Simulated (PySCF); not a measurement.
technetium atom (Tc), sextet (core potentials on Tc); B3LYP/def2-SV(P) (PySCF).

PySCF was given this input:
```python
from pyscf import gto, scf, dft

mol = gto.M(
    atom='''
Tc    0.000000    0.000000    0.000000
''',
    basis='def2-sv(p)',
    ecp={'Tc': 'def2-sv(p)'},
    charge=0,
    spin=5,
    verbose=3,
)

mf = dft.UKS(mol)
mf.xc = 'b3lyp'
mf.grids.prune = dft.gen_grid.sg1_prune
mf.kernel()
```

It wrote (shortened):

```
Traceback (most recent call last):
  File "input.py", line 17, in <module>
  File "<string>", line 2, in kernel
  File "site-packages/pyscf/scf/hf.py", line 2099, in scf
  File "site-packages/pyscf/scf/hf.py", line 132, in kernel
  File "site-packages/pyscf/dft/uks.py", line 42, in get_veff
  File "site-packages/pyscf/dft/uks.py", line 192, in initialize_grids
  File "site-packages/pyscf/dft/rks.py", line 506, in initialize_grids
  File "site-packages/pyscf/dft/gen_grid.py", line 653, in build
  File "<string>", line 6, in gen_atomic_grids
  File "site-packages/pyscf/dft/gen_grid.py", line 318, in gen_atomic_grids
  File "site-packages/pyscf/dft/gen_grid.py", line 81, in sg1_prune
IndexError: index 43 is out of bounds for axis 0 with size 19
```

The run crashed.
